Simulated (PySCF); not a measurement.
C8H9N3O2, SMILES COc1nnc(-c2cccn2C)o1.

Geometry: PBE0-D3(BJ)/def2-SVP. The structure was generated by enumeration, and PubChem lists no compound with its InChIKey, so it may never have been made. One conformer was computed; it need not be the lowest.

Two levels are set side by side: TDA-PBE/def2-SVP (PySCF) and TDA-B3LYP/def2-SVP (PySCF). Vertical, same geometry. The lowest singlet is HOMO−1→LUMO 98 % with PBE and HOMO→LUMO 92 % with the other functional; states are paired by order. Differences are taken from unrounded values.

```tsv
quantity	TDA-B3LYP
lowest singlet excitation (eV)	4.96
lowest triplet excitation (TDA) (eV)	3.22
first bright state (f over 0.05) (eV)	4.96
its oscillator strength	0.75
```

**Question.** What does TDA-PBE give, and how far is it from TDA-B3LYP? (Estimate from the structure and the level; the computed values follow.)

**Answer.** 
```json
[
 {"quantity": "lowest singlet excitation (eV)", "TDA-PBE": "4.59", "TDA-PBE minus TDA-B3LYP": "-0.37"},
 {"quantity": "lowest triplet excitation (TDA) (eV)", "TDA-PBE": "3.16", "TDA-PBE minus TDA-B3LYP": "-0.07"},
 {"quantity": "first bright state (f over 0.05) (eV)", "TDA-PBE": "4.73", "TDA-PBE minus TDA-B3LYP": "-0.23"},
 {"quantity": "its oscillator strength", "TDA-PBE": "0.70", "TDA-PBE minus TDA-B3LYP": "-0.06"}
]
```

A lower first singlet is the usual sign of a functional without exact exchange. Differences between two approximate levels are no errors against the true value.

Rough cost on one machine, each run with all the roots and properties that it gave: TDA-B3LYP against TDA-PBE within a factor of 2.
